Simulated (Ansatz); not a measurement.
# B2SiZn: where a starting geometry ends

The starting geometry of this gas-phase singlet was optimised with GFN2-xTB.

```yaml
atoms:
  - { symbol: B, position_ang: [1.0061, 0.4058, -0.0294] }
  - { symbol: B, position_ang: [0.3024, -0.7338, -0.7293] }
  - { symbol: Si, position_ang: [0.2457, 1.0242, 1.5252] }
  - { symbol: Zn, position_ang: [-1.1698, -0.9741, 0.4882] }
```

**Question.** Where would you expect an optimisation with B3LYP/6-31G* to take it?

**Answer.** New bonds form, giving a structure given below by its coordinates. Contacts that close: B1–Zn4 (2.63 → 2.22 Å), Si3–Zn4 (2.66 → 2.50 Å).

The energy falls by 0.28 eV over 7 steps:

```csv
step,E − E(last) (eV)
1,0.285
2,0.177
3,0.045
4,0.009
5,0.001
6,0.000
7,0.000
```

Final geometry (Å):

```xyz
4

B     0.8476    0.3217    0.0280
B     0.3283   -0.8489   -0.8992
Si    0.2089    1.0673    1.6176
Zn   -1.0004   -0.8180    0.5083
```

Frequencies at the end are all real (lowest 180 cm⁻¹). Run with Ansatz 0.2.0, 52 s on 1 thread of Intel(R) Xeon(R) Processor @ 2.50GHz (Skylake/Cascade Lake) (shared host).
